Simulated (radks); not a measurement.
Spherical quantum dot in the effective-mass picture: electrons in a hard-walled sphere of radius 1.71, with a point charge +1 (a donor) at the centre, all in effective atomic units (hartree* = m*/eps^2 hartree, bohr* = eps/m* bohr), one dielectric constant everywhere. Calculated with a radial shooting solver with Libxc functionals: non-relativistic Kohn-Sham, LDA (Slater exchange, Perdew-Wang correlation), spin-polarised, spherical densities. Levels are named by radial order and angular momentum (1s, 1p, 1d, 2s, ...), and open shells are averaged over m.

N = 20, configuration 1s2 1p6 1d10 2s2. This is the lowest configuration that the search found. Occupied and some empty levels:

| level | occupation | eigenvalue (hartree*) | <r> (bohr*) |
|---|---|---|---|
| 1s | 2 | 16.637 | 0.9992 |
| 1p | 6 | 17.904 | 1.112 |
| 1d | 10 | 19.729 | 1.176 |
| 2s | 2 | 21.401 | 0.7705 |
| 1f | 0 | 22.080 | 1.223 |
| 1g | 0 | 24.921 | 1.260 |
| 2p | 0 | 25.046 | 0.8946 |

Energy (hartree*): total 222.887, kinetic 98.222, external -21.101, Hartree 163.49, exchange-correlation -17.721. Static polarisability (adiabatic kernel): 1.526 bohr*^3.

Electron density:

| r (bohr*) | n(r) (e/bohr*^3) |
|---|---|
| 0.0882 | 3.682 |
| 0.173 | 3.040 |
| 0.259 | 2.483 |
| 0.344 | 2.021 |
| 0.429 | 1.663 |
| 0.514 | 1.415 |
| 0.600 | 1.280 |
| 0.685 | 1.255 |
| 0.770 | 1.322 |
| 0.856 | 1.451 |
| 0.941 | 1.601 |
| 1.03 | 1.718 |
| 1.11 | 1.751 |
| 1.20 | 1.657 |
| 1.28 | 1.426 |
| 1.37 | 1.082 |
| 1.45 | 0.6871 |
| 1.54 | 0.3246 |
| 1.62 | 0.08318 |
| 1.71 | 0.0002122 |
